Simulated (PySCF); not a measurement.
FeO₄, SMILES [O]=[Fe](=[O])(=[O])=[O], multiplicity 1.

Geometry optimised at PBE0-D3(BJ)/def2-SVP. The spin state was assumed, not searched.

These are PBE/def2-TZVP (PySCF) values and carry that method's errors.

Symmetry labels are those of the subgroup D2 that the program uses (full group Td).

**Question.** List the valence orbital energies around the gap with their symmetry. (An estimate is asked for; the answer gives what the named calculation found.)

**Answer.** 
```json
[
 {"orbital": "HOMO−7", "symmetry": "A", "energy (eV)": "-13.26"},
 {"orbital": "HOMO−6", "symmetry": "A", "energy (eV)": "-10.84"},
 {"orbital": "HOMO−5", "symmetry": "B1", "energy (eV)": "-10.14"},
 {"orbital": "HOMO−4", "symmetry": "B3", "energy (eV)": "-10.14"},
 {"orbital": "HOMO−3", "symmetry": "B2", "energy (eV)": "-10.14"},
 {"orbital": "HOMO−2", "symmetry": "B1", "energy (eV)": "-8.60"},
 {"orbital": "HOMO−1", "symmetry": "B2", "energy (eV)": "-8.60"},
 {"orbital": "HOMO", "symmetry": "B3", "energy (eV)": "-8.60"},
 {"orbital": "LUMO", "symmetry": "A", "energy (eV)": "-6.75"},
 {"orbital": "LUMO+1", "symmetry": "A", "energy (eV)": "-6.75"},
 {"orbital": "LUMO+2", "symmetry": "B2", "energy (eV)": "-4.88"},
 {"orbital": "LUMO+3", "symmetry": "B3", "energy (eV)": "-4.88"}
]
```
